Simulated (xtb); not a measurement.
Computed with GFN2-xTB run with xtb.

```
xtb start.xyz --ohess tight --gfn 2 --chrg 0 --uhf 0 --iterations 400

# start.xyz
7

N      1.022697    -0.081689    -0.311283
Si    -0.648943     0.046796    -0.059567
H      1.365927    -0.912406     0.162600
H      1.485649     0.707397     0.130860
H     -1.104754     1.303354    -0.687994
H     -0.834298     0.089207     1.405235
H     -1.286279    -1.152659    -0.639852
```

Output:

```
[...]
          ...................................................

 iter      E             dE          RMSdq      gap      omega  full diag
   1     -7.2940398 -0.729404E+01  0.522E-05    5.90       0.0  T
   2     -7.2940398 -0.105072E-11  0.253E-05    5.90    1491.8  T
   3     -7.2940398 -0.799361E-13  0.148E-05    5.90    2549.2  T

   *** convergence criteria satisfied after 3 iterations ***

         #    Occupation            Energy/Eh            Energy/eV
      -------------------------------------------------------------
         1        2.0000           -0.7067469             -19.2316
         2        2.0000           -0.5766106             -15.6904
         3        2.0000           -0.5097851             -13.8720
         4        2.0000           -0.4532613             -12.3339
         5        2.0000           -0.4195739             -11.4172
         6        2.0000           -0.4137357             -11.2583
         7        2.0000           -0.3817219             -10.3872 (HOMO)
         8                         -0.1648217              -4.4850 (LUMO)
         9                         -0.1516117              -4.1256
        10                         -0.1430201              -3.8918
        11                         -0.0381889              -1.0392
        12                         -0.0286071              -0.7784
       ...                                ...                  ...
        18                          0.7141140              19.4320
      -------------------------------------------------------------
                  HL-Gap            0.2169001 Eh            5.9022 eV
             Fermi-level           -0.2732718 Eh           -7.4361 eV


         :::::::::::::::::::::::::::::::::::::::::::::::::::::
         ::                     SUMMARY                     ::
         :::::::::::::::::::::::::::::::::::::::::::::::::::::
         :: total energy              -7.211843235347 Eh    ::
         :: gradient norm              0.000037973693 Eh/a0 ::
         :: HOMO-LUMO gap              5.902152735427 eV    ::
         ::.................................................::
         :: SCC energy                -7.294039464452 Eh    ::
         :: -> isotropic ES            0.022612082270 Eh    ::
         :: -> anisotropic ES          0.005467088033 Eh    ::
         :: -> anisotropic XC          0.004041293820 Eh    ::
         :: -> dispersion             -0.002636313801 Eh    ::
         :: repulsion energy           0.082196229105 Eh    ::
         :: add. restraining           0.000000000000 Eh    ::
         :: total charge              -0.000000000000 e     ::
         :::::::::::::::::::::::::::::::::::::::::::::::::::::

           -------------------------------------------------
          |                Numerical Hessian                |
           -------------------------------------------------
step length          :   0.00500
SCC accuracy         :   0.30000
Hessian scale factor :   1.00000
frozen atoms in %    :   0.00000    0
RMS gradient         :   0.00004
estimated CPU  time      0.00 min
estimated wall time      0.00 min

writing file <hessian>.

 projected vibrational frequencies (cm⁻¹)
eigval :       -0.00    -0.00    -0.00     0.00     0.00     0.00
eigval :      226.55   523.94   569.66   578.70   758.72   808.99
eigval :      812.70   842.22   899.74  1533.41  2176.38  2279.48
eigval :     2280.46  3474.84  3506.77
           -------------------------------------------------
          |                Property Printout                |
           -------------------------------------------------

    * Orbital Energies and Occupations

         #    Occupation            Energy/Eh            Energy/eV
      -------------------------------------------------------------
         1        2.0000           -0.7067470             -19.2316
         2        2.0000           -0.5766106             -15.6904
         3        2.0000           -0.5097851             -13.8720
         4        2.0000           -0.4532613             -12.3339
         5        2.0000           -0.4195739             -11.4172
         6        2.0000           -0.4137357             -11.2583
         7        2.0000           -0.3817219             -10.3872 (HOMO)
         8                         -0.1648218              -4.4850 (LUMO)
         9                         -0.1516118              -4.1256
        10                         -0.1430202              -3.8918
        11                         -0.0381889              -1.0392
        12                         -0.0286072              -0.7784
        13                          0.0931162               2.5338
        14                          0.2304085               6.2697
        15                          0.4384750              11.9315
        16                          0.6512747              17.7221
        17                          0.6910304              18.8039
        18                          0.7141140              19.4320
      -------------------------------------------------------------
                  HL-Gap            0.2169001 Eh            5.9022 eV
             Fermi-level           -0.2732718 Eh           -7.4361 eV

     #   Z          covCN         q      C6AA      α(0)
     1   7 N        2.541    -0.412    30.739     8.234
     2  14 Si       3.575     0.457    99.583    19.191
     3   1 H        0.861     0.144     1.440     1.880
     4   1 H        0.861     0.144     1.440     1.880
     5   1 H        0.919    -0.110     5.917     3.805
     6   1 H        0.916    -0.114     6.085     3.858
     7   1 H        0.919    -0.110     5.917     3.805

 Mol. C6AA /au·bohr⁶  :        628.157121
 Mol. C8AA /au·bohr⁸  :      20489.436465
 Mol. α(0) /au        :         42.651870

Wiberg/Mayer (AO) data.
largest (>0.10) Wiberg bond orders for each atom

 ---------------------------------------------------------------------------
     #   Z sym  total        # sym  WBO       # sym  WBO       # sym  WBO
 ---------------------------------------------------------------------------
     1   7 N    3.185 --     2 Si   1.150     4 H    0.972     3 H    0.972
     2  14 Si   3.841 --     1 N    1.150     5 H    0.895     7 H    0.895
                             6 H    0.888
     3   1 H    0.979 --     1 N    0.972
     4   1 H    0.979 --     1 N    0.972
     5   1 H    0.988 --     2 Si   0.895
     6   1 H    0.987 --     2 Si   0.888
     7   1 H    0.988 --     2 Si   0.895
 ---------------------------------------------------------------------------

Topologies differ in total number of bonds
Writing topology from bond orders to xtbtopo.mol

molecular dipole:
                 x           y           z       tot (Debye)
 q only:        0.179      -0.010       0.160
   full:        0.370      -0.021       0.333       1.267
molecular quadrupole (traceless):
                xx          xy          yy          xz          yz          zz
 q only:        0.972      -0.054       0.073       0.650      -0.070      -1.045
  q+dip:        0.718       0.027       0.756       1.220      -0.134      -1.474
   full:        1.496      -0.028       0.670       1.674      -0.179      -2.166

           -------------------------------------------------
          |                Geometry Summary                 |
           -------------------------------------------------

      molecular mass/u    :       47.1319057
   center of mass at/Å    :       -0.1105359       0.0071389      -0.0526274
  moments of inertia/u·Å² :        0.7346639E+01   0.3939970E+02   0.4078394E+02
rotational constants/cm⁻¹ :        0.2294605E+01   0.4278619E+00   0.4133400E+00

 * 6 selected distances

     #   Z          #   Z                                           value/Å
     1   7 N        2  14 Si                                      1.7229516 (max)
     1   7 N        3   1 H                                       1.0073401
     1   7 N        4   1 H                                       1.0073354 (min)
     2  14 Si       5   1 H                                       1.4606578
     2  14 Si       6   1 H                                       1.4719871
     2  14 Si       7   1 H                                       1.4606579

 * 3 distinct bonds (by element types)

   Z      Z             #   av. dist./Å        max./Å        min./Å
   1 H    7 N           2     1.0073378     1.0073401     1.0073354
   1 H   14 Si          3     1.4644343     1.4719871     1.4606578
   7 N   14 Si          1     1.7229516     1.7229516     1.7229516

           -------------------------------------------------
          |               Frequency Printout                |
           -------------------------------------------------
 projected vibrational frequencies (cm⁻¹)
eigval :       -0.00    -0.00    -0.00     0.00     0.00     0.00
eigval :      226.55   523.94   569.66   578.70   758.72   808.99
eigval :      812.70   842.22   899.74  1533.41  2176.38  2279.48
eigval :     2280.46  3474.84  3506.77
 reduced masses (amu)
   1: 16.06   2: 21.14   3: 14.47   4: 21.00   5: 14.06   6:  3.91   7:  1.18   8:  2.47
   9:  2.65  10:  4.89  11:  2.44  12:  1.70  13:  2.04  14:  4.23  15: 17.64  16:  2.36
Molecule has the following symmetry elements: (sigma)
It seems to be the Cs point group
  17:  1.94  18:  1.41  19:  2.16  20:  1.54  21:  2.10
 IR intensities (km·mol⁻¹)
   1:  0.56   2:  1.26   3:  0.66   4:  0.26   5:  0.17   6:  4.81   7: 10.93   8: 97.87
   9: 55.28  10:179.87  11:235.08  12: 21.91  13:257.94  14:266.94  15:198.18  16: 41.12
  17:423.75  18:151.63  19:448.56  20:  1.24  21:  1.86
 Raman intensities (Ä⁴*amu⁻¹)
   1:  0.00   2:  0.00   3:  0.00   4:  0.00   5:  0.00   6:  0.00   7:  0.00   8:  0.00
   9:  0.00  10:  0.00  11:  0.00  12:  0.00  13:  0.00  14:  0.00  15:  0.00  16:  0.00
  17:  0.00  18:  0.00  19:  0.00  20:  0.00  21:  0.00
 output can be read by thermo (or use thermo option).
 writing <g98.out> molden fake output.
 recommended (thermochemical) frequency scaling factor: 1.0
           -------------------------------------------------
          |             Thermodynamic Functions             |
           -------------------------------------------------

cs  symmetry found (for desy threshold:  0.10E+00) used in thermo

          ...................................................
          :                      SETUP                      :
          :.................................................:
          :  # frequencies                          15      :
          :  # imaginary freq.                       0      :
          :  linear?                             false      :
          :  only rotor calc.                    false      :
          :  symmetry                               cs      :
          :  rotational number                       1      :
          :  scaling factor                  1.0000000      :
          :  rotor cutoff                   50.0000000 cm⁻¹ :
          :  imag. cutoff                  -20.0000000 cm⁻¹ :
          :.................................................:

    mode    ω/cm⁻¹     T·S(HO)/kcal·mol⁻¹    T·S(FR)/kcal·mol⁻¹   T·S(vib)
   ------------------------------------------------------------------------
       1    226.55    -0.56830 ( 99.76%)    -0.60818 (  0.24%)    -0.56839
   ------------------------------------------------------------------------

   temp. (K)  partition function   enthalpy   heat capacity  entropy
                                   cal/mol     cal/K/mol   cal/K/mol   J/K/mol
 298.15  VIB   2.05                  906.551      8.322      4.468
         ROT  0.830E+04              888.752      2.981     20.914
         INT  0.170E+05             1795.304     11.303     25.382
         TR   0.313E+27             1481.254      4.968     37.459
         TOT                        3276.5576    16.2712    62.8409   262.9265

       T/K    H(0)-H(T)+PV         H(T)/Eh          T*S/Eh         G(T)/Eh
   ------------------------------------------------------------------------
    298.15    0.522153E-02    0.536840E-01    0.298578E-01    0.238262E-01
   ------------------------------------------------------------------------

         :::::::::::::::::::::::::::::::::::::::::::::::::::::
         ::                  THERMODYNAMIC                  ::
         :::::::::::::::::::::::::::::::::::::::::::::::::::::
         :: total free energy          -7.188017012895 Eh   ::
         ::.................................................::
         :: total energy               -7.211843235347 Eh   ::
         :: zero point energy           0.048462452621 Eh   ::
         :: G(RRHO) w/o ZPVE           -0.024636230169 Eh   ::
         :: G(RRHO) contrib.            0.023826222452 Eh   ::
         :::::::::::::::::::::::::::::::::::::::::::::::::::::

optimized geometry written to: xtbopt.xyz

           -------------------------------------------------
          | TOTAL ENERGY               -7.211843235347 Eh   |
          | TOTAL ENTHALPY             -7.158159255758 Eh   |
          | TOTAL FREE ENERGY          -7.188017012895 Eh   |
          | GRADIENT NORM               0.000037979241 Eh/α |
          | HOMO-LUMO GAP               5.902151413509 eV   |
           -------------------------------------------------

------------------------------------------------------------------------
```

Cost: around 0.16 core-seconds (rough).
